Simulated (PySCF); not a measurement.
Compound: C5H4ClOPSi.
Geometry (GFN2-xTB, Å), atoms numbered from 1 in this order:
```
atom  x, y, z in Å
C1     3.9047   -0.3687   -0.2566
C2     2.7080   -0.2816   -0.2076
C3     1.3130   -0.1528   -0.1205
P4     0.4374    1.0167    0.9091
C5    -1.0352    0.3589    0.3033
Si6   -2.8250    0.8223    0.6784
O7    -0.8758   -0.6445   -0.5892
C8     0.4083   -0.9128   -0.8088
Cl9    0.7421   -2.1721   -1.9166
H10    4.9484   -0.4548   -0.3071
H11   -3.5621   -0.4204    0.9036
H12   -3.3765    1.5399   -0.4726
H13   -2.7916    1.6704    1.8667
```

Method used: PySCF 2.14.0, density-fitted response routines, TDDFT CAM-B3LYP/def2-SVPD, vertical, gas phase, core orbitals frozen in the response.

Transition dipole moments from the ground state, in atomic units and in the frame of the coordinates above (overall signs are arbitrary), for the states with f of 0.002 or more among the lowest 7:

```
state  E (eV)      μx      μy      μz
   S1   4.868   1.038  -0.337  -0.258
   S2   5.247   0.067   0.189   0.163
   S3   5.632   0.004  -0.075   0.096
   S4   5.683   0.320  -0.078   0.232
   S5   5.736  -1.314  -0.153  -0.083
   S6   5.869   0.267   0.502   0.538
   S7   5.882  -0.163  -0.686  -0.536
```

Work out the oscillator strengths.

f = (2/3) ΔE |μ|² with ΔE in hartree (27.2114 eV).

| state | \|μ\|² (au) | \|μ\| (D) | f |
| --- | --- | --- | --- |
| S1 | 1.258 | 2.85 | 0.150 |
| S2 | 0.067 | 0.66 | 0.009 |
| S3 | 0.015 | 0.31 | 0.002 |
| S4 | 0.162 | 1.02 | 0.023 |
| S5 | 1.756 | 3.37 | 0.247 |
| S6 | 0.612 | 1.99 | 0.088 |
| S7 | 0.785 | 2.25 | 0.113 |

What angle do the transition dipoles of S4 and S6 make?

|cos θ| = |μa·μb| / (|μa| |μb|) = 0.54, so θ ≈ 57° (taken between 0 and 90°, since the signs are arbitrary).

What peak molar absorption coefficient would the strongest computed level give as a lone Gaussian band 0.3 eV wide at half height?

ε(max) = 2.175×10⁸ f / FWHM, with the width in cm⁻¹. S5: 2.175×10⁸ × 0.2468 / 2420 ≈ 22000 L mol⁻¹ cm⁻¹.
